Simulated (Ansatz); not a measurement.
Consider the ligand exchange at the Si–S bond: `CO[SiH](F)S[SiH2]F` + `[OH][GeH3]` → `F[SiH2][O][GeH3]` + `CO[SiH](F)S`.

Calculated with Ansatz (gas phase, PBE0-D4/def2-TZVP geometries, no zero-point term in ΔE). CCSD(T)/CBS is the MP2 limit (def2-TZVPP, def2-QZVPP) plus CCSD(T) − MP2 in def2-TZVPP, frozen cores. Functionals use def2-TZVPP. For Ge outer-core shells are correlated without core-valence functions, which leaves a few kJ/mol of doubt a bond. Scalar relativity is left out up to krypton. Each species was taken in one conformer, which may not be the lowest.

```json
{"level": "ωB97X-V", "ΔE (kJ/mol)": "-58.8"}
{"level": "SCS-MP2/def2-TZVPP", "ΔE (kJ/mol)": "-66.1"}
{"level": "HF/CBS(def2)", "ΔE (kJ/mol)": "-87.1"}
{"level": "CCSD/CBS(def2)", "ΔE (kJ/mol)": "-63.3"}
```

Q: What does CCSD(T)/CBS give? (An estimate is asked.)

A: The calculation gave: -58.8 kJ/mol. The listed levels differ from it by 0.0, -7.3, -28.3, -4.5 kJ/mol.

Largest T1 diagnostic among the species: 0.012.

In def2-TZVPP, CCSD(T) changes the Hartree–Fock value by +22.0 kJ/mol (the triples alone add +4.6 kJ/mol) and MP2 by +26.0 kJ/mol. The D4 term adds +7.8 kJ/mol with B3LYP and +4.5 kJ/mol with PBE0; it sums over pairs of atoms, weighted by their polarisabilities, and B3LYP, whose exchange is more repulsive, gets the larger term. From PBE to PBE0 (25 % exact exchange), in def2-TZVPP and without D4, ΔE moves by −5.4 kJ/mol.

B3LYP here is the variant with VWN-RPA as its local correlation; programs differ in this.
